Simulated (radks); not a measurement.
Task: Species: the scandium ion Sc4+. Configuration: [Ne] 3s2 3p5. Method: scalar-relativistic Kohn-Sham, PBE, spin-polarised, spherical densities, finite nucleus; open shells are filled with parallel spins first; Fermi nuclear charge, rms radius 3.5459 fm; computed with a radial shooting solver on a logarithmic mesh with Libxc functionals. Some entries of the table are withheld. Estimate them.

| orbital | occ. | eigenvalue (hartree) | r(max) (bohr) |
|---|---|---|---|
| 1s up | 1 | -163.6936 | 0.04780 |
| 1s down | 1 | -163.6804 | 0.04780 |
| 2s up | 1 | (1) | (2) |
| 2s down | 1 | (3) | (4) |
| 2p up | 3 | -16.34815 | 0.2322 |
| 2p down | 3 | -16.33228 | 0.2323 |
| 3s up | 1 | -3.91071 | 0.9099 |
| 3s down | 1 | -3.85175 | 0.9104 |
| 3p up | 3 | -3.09089 | 0.9387 |
| 3p down | 2 | -3.03437 | 0.9398 |

Result: 
(1) 2s up eigenvalue (hartree): -19.50453
(2) 2s up r(max) (bohr): 0.2834
(3) 2s down eigenvalue (hartree): -19.49382
(4) 2s down r(max) (bohr): 0.2835
